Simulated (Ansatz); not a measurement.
Cost and result for the atomization energy of C₃H₁₀AlNO, SMILES `C[O][AlH][N](C)C` (16 atoms, 15 bonds).

Cartesian coordinates in Å:
```
C -0.9383 -2.4846 -1.7979
O -0.6325 -1.2922 -1.1430
Al 0.2739 -0.8727 0.2181
N 0.3364 0.8423 0.6359
C 1.0691 1.3487 1.7689
C -0.3304 1.8812 -0.1101
H -0.5944 -2.4457 -2.8375
H -2.0222 -2.6442 -1.8106
H -0.4755 -3.3601 -1.3236
H 1.0349 -1.9463 1.0909
H 1.8477 2.0628 1.4634
H 1.5602 0.5350 2.3100
H 0.4108 1.8708 2.4786
H -0.8730 1.4573 -0.9573
H 0.3846 2.6200 -0.5008
H -1.0513 2.4280 0.5151
```

The species carries charge 0 and has multiplicity 1. The geometry is a stationary point of PBE0-D4/def2-TZVP. It is one conformer, not always the lowest. Program: Ansatz. All runs use 2 threads of an AMD EPYC 7R13 on a shared host and a share of an NVIDIA H100 80 GB. Times are those of one run each, without the atoms' runs, and a repeat can differ threefold. Electronic energies, without spin–orbit coupling; frozen cores. CCSD(T)/CBS adds CCSD(T) − MP2 in def2-TZVPP to the MP2 limit, and its time is that of the two runs behind it. T1 = 0.012. HSE06 is the plane-wave form, built on full-range PBE exchange.

CCSD(T)/CBS is a level of theory with its own doubt, some kJ/mol a heavy atom from the limit and from the frozen cores, so smaller differences don't rank the functionals.

```csv
level,functions,wall time
BHLYP-D4/def2-TZVPP,337,2 s
HSE06-D4/def2-TZVPP,337,2.4 s
PBE0-D4/def2-TZVPP,337,2.4 s
ωB97X-V/def2-TZVPP,337,2.6 s
CCSD(T)/def2-SVP,138,2.8 s
BLYP-D4/def2-TZVPP,337,2.9 s
LDA (SPW92)/def2-TZVPP,337,3.7 s
B2PLYP/def2-TZVPP,337,3.9 s
ωB97M-V/def2-TZVPP (with forces),337,3.9 s
PBE-QIDH/def2-TZVPP,337,4.1 s
MP2/def2-QZVPP,655,5.5 s
CCSD(T)/def2-TZVPP,337,13 s
CCSD(T)/CBS(def2),–,18 s
```

Q: What atomization energy does each give, and how far from CCSD(T)/CBS? (Estimate.)

A: Ansatz gave: 
| level | atomization (kcal/mol) | difference from CCSD(T)/CBS | per bond |
| --- | --- | --- | --- |
| BHLYP-D4/def2-TZVPP | 1389.2 | -36.2 | -2.4 |
| HSE06-D4/def2-TZVPP | 1424.9 | -0.5 | 0.0 |
| PBE0-D4/def2-TZVPP | 1423.9 | -1.5 | -0.1 |
| ωB97X-V/def2-TZVPP | 1428.6 | 3.2 | 0.2 |
| CCSD(T)/def2-SVP | 1355.0 | -70.4 | -4.7 |
| BLYP-D4/def2-TZVPP | 1424.1 | -1.3 | -0.1 |
| LDA (SPW92)/def2-TZVPP | 1620.4 | 195.0 | 13.0 |
| B2PLYP/def2-TZVPP | 1411.7 | -13.7 | -0.9 |
| ωB97M-V/def2-TZVPP (with forces) | 1428.8 | 3.4 | 0.2 |
| PBE-QIDH/def2-TZVPP | 1413.4 | -12.0 | -0.8 |
| MP2/def2-QZVPP | 1428.2 | 2.8 | 0.2 |
| CCSD(T)/def2-TZVPP | 1389.9 | -35.5 | -2.4 |
| CCSD(T)/CBS(def2) | 1425.4 | 0.0 | 0.0 |

In def2-TZVPP, CCSD(T) changes the Hartree–Fock value by +349.8 kcal/mol (the triples alone add +18.4 kcal/mol) and MP2 by +367.0 kcal/mol; breaking electron pairs costs correlation energy, which Hartree–Fock lacks. At CCSD(T), def2-SVP lies −70.4 kcal/mol from the extrapolated value and def2-TZVPP −35.5 kcal/mol: correlation converges slowly with the basis, and small sets miss more of it in the bonded molecule than in its fragments. From PBE to PBE0 (25 % exact exchange), in def2-TZVPP and without D4, the atomization energy moves by −21.9 kcal/mol: exact exchange takes away binding that semilocal exchange gives to molecules.
